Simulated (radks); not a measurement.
Values are calculated unless marked as measured or tabulated.
The scandium ion Sc4+, 17 electrons, occupied as [He] 2s2 2p5 3s2 3p6 (not the ground configuration). Code: a radial shooting solver on a logarithmic mesh with Libxc functionals. Model: non-relativistic Kohn-Sham, PBE, spin-polarised, spherical densities, point nucleus; open shells are filled with parallel spins first.

Normalised radial functions P(r) = r R(r), r in bohr:

```
   r/bohr * 2s down, o 3s down, + 3p down (the largest magnitude, 1.8, reaches the edge; | marks zero, & curves that meet)
 0.005348                             + o *
 0.006029                             + o *
 0.006744                             + o  *
 0.007604                             + o  *
 0.008505                             + o   *
 0.009589                             +  o   *
  0.01073                             +  o   *
  0.01209                             +  o    *
  0.01353                             +  o    *
  0.01525                             +   o    *
  0.01706                             +   o     *
  0.01923                             |+  o      *
  0.02151                             |+  o      *
  0.02426                             |+   o      *
  0.02713                             |+   o      *
  0.03035                             |+   o       *
  0.03421                             |+   o       *
  0.03827                             | +  o       *
  0.04315                             | +  o       *
  0.04826                             | +  o      *
  0.05441                             |  +o       *
  0.06086                             |  +o     *
  0.06862                             |  o+    *
  0.07676                             | o  + *
  0.08654                             |o  *+
   0.0968                             o*    +
   0.1091                          * o|      +
   0.1221                       *  o  |      +
   0.1376                  *      o   |       +
    0.154               *       o     |       +
   0.1736           *          o      |       +
   0.1942       *             o       |       +
   0.2189     *              o        |       +
   0.2448   *                o        |      +
   0.2761  *                  o       |     +
   0.3088  *                   o      |   +
   0.3454    *                   o    | +
   0.3894      *                    o +
   0.4356         *                +  |o
   0.4911            *          +     |    o
   0.5493                *   +        |       o
   0.6193                 + *         |           o
   0.6927               +      *      |             o
    0.781              +          *   |               o
   0.8736             +            *  |                o
    0.985             +              *|               o
    1.102              +             *|              o
    1.242                +            *            o
    1.389                  +          *          o
    1.567                    +        *       o
    1.752                      +      *     o
    1.976                        +    *   o
     2.21                          +  * o
    2.491                           + *o
    2.787                            +*o
    3.142                            +&
    3.514                             &
```

2s down: eigenvalue -553.09 eV, 1 radial node at r = 0.0999 bohr, <r> = 0.341 bohr, 90 % of the charge inside 0.528 bohr. 3s down: eigenvalue -109.71 eV, 2 radial nodes at r = 0.0968, 0.418 bohr, <r> = 1.01 bohr, 90 % of the charge inside 1.49 bohr. 3p down: eigenvalue -87.888 eV, 1 radial node at r = 0.382 bohr, <r> = 1.05 bohr, 90 % of the charge inside 1.59 bohr.
